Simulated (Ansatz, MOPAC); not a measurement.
Spectroscopic constants of SeH+, multiplicity 3 (lowest of 2S+1 = 1, 3, 5 at CCSD(T)/def2-TZVPP on PBE0 minima; our sources give no spin for the ground state, which may be another). No spin–orbit coupling. Se is treated without relativity.

Seven points along R, fitted to fifth degree in 1/R; most abundant isotopes. In def2 and cc sets the state is the lowest found near the PBE0 minimum, followed along R.

Correlated levels freeze the inner cores; with def2 sets outer-core shells near the valence are correlated too. CBS(a, b) extrapolates the correlation energy as X⁻³ and adds the Hartree–Fock energy of set b. The state that PM3, PM6 reach isn't checked.

Run with Ansatz (Gaussian orbitals); MOPAC for PM3, PM6 (differences of heats of formation). Each number belongs to the level named beside it.

```
level                                r_e (Å)  ω_e (cm⁻¹)  ω_e x_e (cm⁻¹)
-----------------------------------  -------  ----------  --------------
PM3                                    1.539        1708              77
PM6                                    1.478           ?              30
SVWN5/def2-TZVPP                       1.506        2243              39
PBE/def2-TZVPP                         1.505        2253              40
r2SCAN/def2-TZVPP                      1.489        2332              40
B3LYP/def2-TZVPP                       1.494        2310              40
CAM-B3LYP/def2-TZVPP                   1.487        2360              38
CCSD(T)/CBS(def2-TZVPP, def2-QZVPP)        ?           ?              40
```

Question: What belongs in the gaps?

Answer: 
- CCSD(T)/CBS(def2-TZVPP, def2-QZVPP), r_e (Å): 1.482
- CCSD(T)/CBS(def2-TZVPP, def2-QZVPP), ω_e (cm⁻¹): 2347
- PM6, ω_e (cm⁻¹): 2396

Ansatz is a program for electronic structure.
